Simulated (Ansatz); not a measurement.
The cluster Mg3N2, relaxed as a singlet with RKS PBE-D4/def2-SVP in Ansatz, starting from the GFN2-xTB geometry. Force threshold 0.02 eV/Å.

The restricted singlet is unstable towards broken spin symmetry at other levels; at PBE-D4/def2-SVP this wasn't settled. At PBE-D4/def2-SVP a quintet of charge 0 lies 0.06 eV below the restricted singlet, each at its own geometry. The structure comes from a short search, and lower isomers may exist.

Start:

| atom | x (Å) | y (Å) | z (Å) |
| --- | --- | --- | --- |
| Mg1 | 0.807 | 0.314 | 1.444 |
| Mg2 | -0.157 | -1.581 | -0.549 |
| Mg3 | -0.651 | 1.264 | -0.899 |
| N4 | -0.778 | -0.078 | 0.454 |
| N5 | 0.779 | 0.081 | -0.450 |

```csv
step,energy (eV),largest force component (eV/Å),SCF passes
1,-19289.0452,3.120,57
2,-19289.3750,2.005,32
3,-19289.5624,0.640,35
4,-19289.6233,0.172,31
5,-19289.6317,0.005,29
```

Force components are those of the run's own axes.

End:

```xyz
5

Mg    0.8320    0.3261    1.4891
Mg   -0.1615   -1.6343   -0.5644
Mg   -0.6705    1.3081   -0.9248
N    -0.9073   -0.0923    0.5272
N     0.9073    0.0925   -0.5271
```

By distances, no bond broke or formed. The bond that changes most is Mg3–N5, from 1.91 to 2.03 Å (atoms count from 1).

No frequencies were taken in this run, so the end may be a saddle point.

Hardware: 4 threads of Arm Neoverse N1 on a shared host. Wall time 8.5 s.
